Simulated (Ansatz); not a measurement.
`CC([SiH3])[AsH2]` + `S[S][GeH3]` → `[GeH3][S]S[AsH2]` + `CC[SiH3]` at 298.15 K and 1 bar (ligand exchange at the As–C bond).

Program: Ansatz. Geometries: PBE0-D4/def2-TZVP. ΔE: electronic, gas phase. CCSD(T)/CBS adds triple-zeta CCSD(T) − MP2 to the extrapolated MP2 energy (def2 sets, frozen cores). For As, Ge outer-core shells are correlated without core-valence functions, which leaves a few kJ/mol of doubt a bond. Scalar relativity is left out up to krypton. One conformer a species, not always the lowest.

```tsv
species	CCSD(T)/CBS energy (Eh)	H − E (kJ/mol)	S (J/(mol·K))
`CC([SiH3])[AsH2]`	-2605.59429	274.2	356.4
`S[S][GeH3]`	-2874.07545	108.4	328.4
`[GeH3][S]S[AsH2]`	-5109.69255	136.1	396.3
`CC[SiH3]`	-369.99568	252.6	298.1
```

H − E and S are ideal-gas, rigid-rotor, harmonic terms from PBE0-D4/def2-TZVP, for one conformer and one mirror image of each species. 1 Eh = 2625.50 kJ/mol, R = 8.31446 J/(mol·K).

Question: By hand: ΔE, ΔH, ΔS and ΔG.

Answer: ΔE = (-5109.69255) + (-369.99568) − (-2605.59429) − (-2874.07545) = -0.01849 Eh = -48.5 kJ/mol. Δ(H − E) = 136.1 + 252.6 − 274.2 − 108.4 = 6.1, so ΔH = -42.4 kJ/mol. ΔS = 396.3 + 298.1 − 356.4 − 328.4 = 9.6 J/(mol·K). ΔG = -42.4 − 298.15 × (9.6)/1000 = -45.3 kJ/mol.

Question: By hand: the equilibrium constant, and the temperature at which ΔG would vanish if ΔH and ΔS stayed fixed.

Answer: log₁₀ K = −ΔG/(RT ln 10) = 7.9. ΔH and −TΔS have one sign here, so there is no such temperature.

The number of gas molecules stays the same, so ΔS is small and ΔH decides. A doubt of 5 kJ/mol in ΔE shifts log₁₀ K by 0.9 here. Other conformers and mirror images would add mixing entropy, several J/(mol·K) or more a flexible species. Modes under 60 cm⁻¹, often nearly free rotors, make the harmonic entropy too high. These are equilibria of isolated gas molecules and say nothing of rates. Largest T1 diagnostic: 0.013 (customary marks: 0.02 for closed shells, 0.045 for open ones).

ΔS is within the doubt of such terms, so its sign, and with it that verdict, could turn.
